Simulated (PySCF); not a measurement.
C₅H₉NO, charge +1, doublet, geometry from GFN2-xTB (a state made from the parent by changing its charge; the spin is typed, not shown lowest); BLYP/STO-3G in PySCF.

PySCF was given this input:
```python
from pyscf import gto, scf, dft

mol = gto.Mole()
mol.atom = '''
    C     2.08290251   -0.15773836    0.01506926
    N     0.71310419    0.16101625   -0.05748051
    C     0.15602674    1.20233856   -0.82941083
    C    -1.35453176    0.98002381   -0.83561479
    C    -1.60167369   -0.11405323    0.19573197
    C    -0.25587254   -0.68109197    0.53584027
    O     0.04927917   -1.63159654    1.18746586
    H     2.70299919    0.73037302   -0.11236168
    H     2.37245598   -0.87291823   -0.77098774
    H     2.27762806   -0.66757728    0.96513872
    H     0.59395564    1.24007247   -1.83703516
    H     0.41594103    2.17568508   -0.37720793
    H    -1.90850096    1.89099173   -0.60556424
    H    -1.68257862    0.66808200   -1.83045620
    H    -2.03019542    0.27501777    1.12557977
    H    -2.28877504   -0.89094107   -0.14416402
'''
mol.basis = 'sto-3g'
mol.charge = 1
mol.spin = 1
mol.verbose = 4
mol.build()

mf = dft.UKS(mol)
mf.xc = 'blyp'
mf.kernel()
mf.analyze()
```

Write the output that PySCF gives for this input, abridged.


```
PySCF version 2.14.0

[INPUT] verbose = 4
[INPUT] num. atoms = 16
[INPUT] num. electrons = 53
[INPUT] charge = 1
[INPUT] spin (= nelec alpha-beta = 2S) = 1
[INPUT] symmetry False subgroup None
[INPUT] Mole.unit = angstrom
[INPUT] Symbol           X                Y                Z      unit          X                Y                Z       unit  Magmom
[...]
nuclear repulsion = 317.597581196554
number of shells = 30
number of NR pGTOs = 132
number of NR cGTOs = 44
basis = sto-3g
ecp = {}

******** <class 'pyscf.dft.uks.UKS'> ********
method = UKS
initial guess = minao
damping factor = 0
level_shift factor = 0
DIIS = <class 'pyscf.scf.diis.CDIIS'>
diis_start_cycle = 1
diis_space = 8
diis_damp = 0
SCF conv_tol = 1e-09
SCF conv_tol_grad = None
SCF max_cycles = 50
direct_scf = True
direct_scf_tol = 1e-13
number electrons alpha = 27  beta = 26
XC library pyscf.dft.libxc version 7.1.2
    S. Lehtola, C. Steigemann, M. J. T. Oliveira, and M. A. L. Marques,  SoftwareX 7, 1–5 (2018)
XC functionals = blyp
    A. D. Becke,  Phys. Rev. A 38, 3098 (1988)
    C. Lee, W. Yang, and R. G. Parr,  Phys. Rev. B 37, 785 (1988)
    B. Miehlich, A. Savin, H. Stoll, and H. Preuss,  Chem. Phys. Lett. 157, 200 (1989)
radial grids:
    Treutler-Ahlrichs [JCP 102, 346 (1995); DOI:10.1063/1.469408] (M4) radial grids

becke partition: Becke, JCP 88, 2547 (1988); DOI:10.1063/1.454033
pruning grids: <function nwchem_prune>
grids dens level: 3
symmetrized grids: False
atomic radii adjust function: <function treutler_atomic_radii_adjust>
small_rho_cutoff = 0
Set gradient conv threshold to 3.16228e-05
tot grids = 186848
init E= -322.621889918209

cycle= 1 E= -321.16343658373  delta_E= 1.46  |g|= 0.562  |ddm|=  3.7
cycle= 2 E= -318.804119617184  delta_E= 2.36  |g|= 1.97  |ddm|= 3.17
cycle= 3 E= -321.347098660718  delta_E= -2.54  |g|= 0.221  |ddm|= 2.55
cycle= 4 E= -321.369937064255  delta_E= -0.0228  |g|= 0.0885  |ddm|= 0.678
cycle= 5 E= -321.319739142526  delta_E= 0.0502  |g|= 0.265  |ddm|= 1.05
cycle= 6 E= -321.362940176261  delta_E= -0.0432  |g|= 0.131  |ddm|= 0.42
cycle= 7 E= -321.376630259286  delta_E= -0.0137  |g|= 0.0106  |ddm|= 0.394
cycle= 8 E= -321.376599708376  delta_E= 3.06e-05  |g|= 0.0133  |ddm|= 0.0703
cycle= 9 E= -321.376698019901  delta_E= -9.83e-05  |g|= 0.00681  |ddm|= 0.0185
cycle= 10 E= -321.37672557076  delta_E= -2.76e-05  |g|= 0.00213  |ddm|= 0.00938
cycle= 11 E= -321.376729395697  delta_E= -3.82e-06  |g|= 0.000695  |ddm|= 0.0093
cycle= 12 E= -321.376729761357  delta_E= -3.66e-07  |g|= 5.75e-05  |ddm|= 0.00193
cycle= 13 E= -321.376729762956  delta_E= -1.6e-09  |g|= 3.35e-05  |ddm|= 0.000135
cycle= 14 E= -321.376729763508  delta_E= -5.52e-10  |g|= 1.59e-05  |ddm|= 3.09e-05
Extra cycle  E= -321.376729737705  delta_E= 2.58e-08  |g|= 0.000184  |ddm|= 0.000603
SCF not converged.
SCF energy = -321.376729737705 after 50 cycles  <S^2> = 0.75864478  2S+1 = 2.0086262
**** SCF Summaries ****
Total Energy =                        -321.376729737705261
Nuclear Repulsion Energy =             317.597581196553563
One-electron Energy =                -1052.901869154385849
Two-electron Energy =                  413.927558220127025
Two-electron Coulomb Energy =          459.284714872814391
DFT Exchange-Correlation Energy =      -45.357156652687351
**** MO energy ****
                             alpha | beta                alpha | beta
[...]
To work with the spin densities directly, `use mulliken_meta_spin()` only printing them here.

 ** Mulliken spin pop alpha/beta on meta-lowdin orthogonal AOs **
 ** Mulliken Spin Density (per AO)  **
spin_pop of  0 C 1s       -0.00000
spin_pop of  0 C 2s       -0.00405
spin_pop of  0 C 2px      -0.00868
spin_pop of  0 C 2py      -0.00153
spin_pop of  0 C 2pz       0.01053
spin_pop of  1 N 1s       -0.00000
spin_pop of  1 N 2s        0.01662
spin_pop of  1 N 2px       0.02434
spin_pop of  1 N 2py       0.23296
spin_pop of  1 N 2pz       0.21762
spin_pop of  2 C 1s       -0.00000
spin_pop of  2 C 2s       -0.00473
spin_pop of  2 C 2px      -0.00401
spin_pop of  2 C 2py      -0.00007
spin_pop of  2 C 2pz       0.00050
spin_pop of  3 C 1s       -0.00000
spin_pop of  3 C 2s       -0.00000
spin_pop of  3 C 2px       0.00216
spin_pop of  3 C 2py       0.00872
spin_pop of  3 C 2pz      -0.00067
spin_pop of  4 C 1s       -0.00000
spin_pop of  4 C 2s        0.00248
spin_pop of  4 C 2px       0.01948
spin_pop of  4 C 2py       0.01304
spin_pop of  4 C 2pz       0.00001
spin_pop of  5 C 1s        0.00000
spin_pop of  5 C 2s       -0.00739
spin_pop of  5 C 2px      -0.01134
spin_pop of  5 C 2py      -0.01421
spin_pop of  5 C 2pz      -0.04639
spin_pop of  6 O 1s       -0.00000
spin_pop of  6 O 2s        0.00334
spin_pop of  6 O 2px       0.20468
spin_pop of  6 O 2py       0.02016
spin_pop of  6 O 2pz       0.16438
spin_pop of  7 H 1s        0.01634
spin_pop of  8 H 1s        0.04551
spin_pop of  9 H 1s        0.00898
spin_pop of  10 H 1s        0.02582
spin_pop of  11 H 1s        0.05980
spin_pop of  12 H 1s        0.00468
spin_pop of  13 H 1s        0.00183
spin_pop of  14 H 1s        0.00096
spin_pop of  15 H 1s       -0.00185
 ** Mulliken Spin Density (per atom)  **
spin density of  0 C =     -0.00374
spin density of  1 N =      0.49154
spin density of  2 C =     -0.00831
spin density of  3 C =      0.01021
spin density of  4 C =      0.03500
spin density of  5 C =     -0.07933
spin density of  6 O =      0.39257
spin density of  7 H =      0.01634
spin density of  8 H =      0.04551
spin density of  9 H =      0.00898
spin density of  10 H =      0.02582
spin density of  11 H =      0.05980
spin density of  12 H =      0.00468
spin density of  13 H =      0.00183
spin density of  14 H =      0.00096
spin density of  15 H =     -0.00185
 ** Mulliken pop alpha/beta on meta-lowdin orthogonal AOs **
 ** Mulliken pop       alpha | beta **
In total            27.00000 | 26.00000
 ** Mulliken atomic charges   ( Nelec_alpha | Nelec_beta ) **
charge of  0C =     -0.07084  (     3.03355      3.03729 )
charge of  1N =      0.07307  (     3.70923      3.21769 )
charge of  2C =     -0.00965  (     3.00067      3.00898 )
charge of  3C =     -0.06806  (     3.03914      3.02893 )
charge of  4C =     -0.08988  (     3.06244      3.02744 )
charge of  5C =      0.19262  (     2.86402      2.94336 )
charge of  6O =      0.04321  (     4.17468      3.78211 )
charge of  7H =      0.11080  (     0.45277      0.43643 )
charge of  8H =      0.11470  (     0.46541      0.41990 )
charge of  9H =      0.10593  (     0.45153      0.44255 )
charge of  10H =      0.10211  (     0.46185      0.43603 )
charge of  11H =      0.11618  (     0.47181      0.41201 )
charge of  12H =      0.09043  (     0.45712      0.45245 )
charge of  13H =      0.08373  (     0.45905      0.45722 )
charge of  14H =      0.10292  (     0.44902      0.44806 )
charge of  15H =      0.10273  (     0.44771      0.44956 )

WARN: System has nonzero charge 1; the dipole moment is origin-dependent.
Location of origin: [0. 0. 0.]

Dipole moment(X, Y, Z, Debye):  1.20355,  1.38889, -1.05350
```

The run did not converge; its last values are not results.
